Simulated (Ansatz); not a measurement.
Total energies of the cluster Si₄O₈ (the lowest singlet isomer of a short search) from Ansatz at PBE-D4/def2-TZVP, gas phase (1 Eh = 27.2114 eV = 2625.5 kJ/mol). The reference geometry is relaxed at PBE-D4/def2-SVP.

Cartesian coordinates in Å:
```
Si 0.765 -2.313 -0.291
Si -1.308 -0.741 -1.939
Si 0.102 0.568 0.414
Si 0.441 2.482 1.813
O -0.363 -2.033 -1.483
O -0.941 0.481 -0.872
O 1.146 1.902 0.373
O -0.605 1.136 1.845
O -2.310 -0.687 -3.099
O 1.544 -3.609 -0.036
O 0.658 3.707 2.708
O 0.870 -0.893 0.568
```

```json
{"state": "charge 0 singlet", "geometry": "reference", "energy (Eh)": "-1759.40161"}
{"state": "charge 1 doublet", "geometry": "reference", "energy (Eh)": "-1759.02349"}
{"state": "charge -1 doublet", "geometry": "reference", "energy (Eh)": "-1759.48059"}
{"state": "free Si atom (triplet)", "geometry": "–", "energy (Eh)": "-289.22285"}
{"state": "free O atom (triplet)", "geometry": "–", "energy (Eh)": "-75.00967"}
```

(1) Work out the vertical ionisation energy to the doublet.

(2) Work out the vertical electron affinity, to the doublet.

(3) Give the fundamental gap IE − EA, the Mulliken electronegativity (IE + EA)/2 and the hardness (IE − EA)/2.

(4) What is the binding energy per atom against free atoms?

(1) E(charge 1 doublet) − E(charge 0 singlet) = -1759.02349 − (-1759.40161) = 0.37812 Eh = 10.29 eV. For comparison, −ε of the highest occupied level is 7.92 eV at this level, 2.37 eV less.

(2) E(charge 0 singlet) − E(charge -1 doublet) = -1759.40161 − (-1759.48059) = 0.07898 Eh = 2.15 eV. The basis lacks diffuse functions, which makes affinities too small.

(3) From the values in Eh: IE − EA = 0.37812 − 0.07898 = 0.29914 Eh = 8.14 eV; (IE + EA)/2 = 6.22 eV; (IE − EA)/2 = 4.07 eV. The HOMO–LUMO gap of the same run is 3.74 eV, 4.40 eV smaller than the fundamental gap.

(4) Atoms: 4 × (-289.22285) + 8 × (-75.00967) = -1756.96876 Eh. Binding: -1756.96876 − (-1759.40161) = 2.43285 Eh = 66.20 eV, or 5.52 eV for each of 12 atoms (no zero-point energy, no counterpoise term).

At PBE-D4/def2-TZVP the gap within one spin of the charge 1 doublet nearly closes, so an electron or hole may be smeared out by delocalisation error.  

The structure comes from a short search, and lower isomers may exist.
